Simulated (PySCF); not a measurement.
## How methods differ on the ionisation energy of Pt⁴¹⁺

Pt⁴¹⁺ [Kr] 4d1 [4d3/2^1, M_J = 3/2] → Pt⁴²⁺ [Kr], as a difference of total energies. Computed with PySCF 2.14 in an uncontracted even-tempered set (16 s from 5 bohr⁻², ratio 2.8; 14 p from 6.5 bohr⁻², ratio 2.8; 9 d from 6.5 bohr⁻², ratio 2.8; 3 f from 23 bohr⁻², ratio 3), with the two-component X2C-1e Hamiltonian. Correlated levels: [Ar] 3d10 frozen; the 96 highest virtual spinors dropped. "Screened" scales the spin-orbit matrix elements by Boettger's factors to mimic the two-electron term; Breit and QED terms are absent.

| method | ionisation energy (eV) |
| --- | --- |
| GHF (spin-free) | 1927.1 |
| GMP2 (spin-free) | 1927.1 |
| GHF (screened spin-orbit) | 1942.5 |
| GMP2 (screened spin-orbit) | 1942.6 |

Breit and QED terms and the two-electron picture change are absent.

The spin-free rows lack the spin-orbit shift.

For comparison: 1941 ± 4 eV (theoretical estimate listed by NIST; NIST Atomic Spectra Database, ionization energies).
